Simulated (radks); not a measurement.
The numbers below are computed, except where a source is named.
The tellurium anion Te2-, [Xe], held by a Watson sphere: a shell of charge +2 at radius R that stands for the Madelung well of a crystal (potential energy -2/R inside, -2/r outside, in hartree with lengths in bohr). Code: a radial shooting solver on a logarithmic mesh with Libxc functionals. Model: scalar-relativistic Kohn-Sham, PBE, spin-polarised, spherical densities, finite nucleus; Fermi nuclear charge, rms radius of each element as measured or else 0.836 A^(1/3) + 0.57 fm. Response by self-consistent Sternheimer equations with the Hartree and adiabatic LDA kernel, the relativistic mass of each level held fixed and spin-orbit coupling left out. The sphere does not respond.

[
 {"R (bohr)": "2.93", "e(4d) (eV)": "-40.155", "e(5s) (eV)": "-15.223", "e(5p) (eV)": "-6.704", "<r> 5p (bohr)": "2.740", "sum of <r^2> (bohr^2)": "81.66", "X-ray form factor at sin(theta)/lambda = 0.2 1/angstrom": "41.571", "alpha (bohr^3)": "52.22"},
 {"R (bohr)": "3.41", "e(4d) (eV)": "-39.599", "e(5s) (eV)": "-14.303", "e(5p) (eV)": "-6.001", "<r> 5p (bohr)": "2.857", "sum of <r^2> (bohr^2)": "86.79", "X-ray form factor at sin(theta)/lambda = 0.2 1/angstrom": "41.514", "alpha (bohr^3)": "65.48"},
 {"R (bohr)": "3.53", "e(4d) (eV)": "-39.475", "e(5s) (eV)": "-14.096", "e(5p) (eV)": "-5.827", "<r> 5p (bohr)": "2.884", "sum of <r^2> (bohr^2)": "88.03", "X-ray form factor at sin(theta)/lambda = 0.2 1/angstrom": "41.507", "alpha (bohr^3)": "69.29"},
 {"R (bohr)": "5.03", "e(4d) (eV)": "-38.115", "e(5s) (eV)": "-12.127", "e(5p) (eV)": "-3.925", "<r> 5p (bohr)": "3.162", "sum of <r^2> (bohr^2)": "102.2", "X-ray form factor at sin(theta)/lambda = 0.2 1/angstrom": "41.524", "alpha (bohr^3)": "136.6"},
 {"R (bohr)": "5.55", "e(4d) (eV)": "-37.716", "e(5s) (eV)": "-11.640", "e(5p) (eV)": "-3.408", "<r> 5p (bohr)": "3.237", "sum of <r^2> (bohr^2)": "106.7", "X-ray form factor at sin(theta)/lambda = 0.2 1/angstrom": "41.538", "alpha (bohr^3)": "170.6"},
 {"R (bohr)": "5.75", "e(4d) (eV)": "-37.574", "e(5s) (eV)": "-11.472", "e(5p) (eV)": "-3.227", "<r> 5p (bohr)": "3.264", "sum of <r^2> (bohr^2)": "108.4", "X-ray form factor at sin(theta)/lambda = 0.2 1/angstrom": "41.542", "alpha (bohr^3)": "185.8"}
]
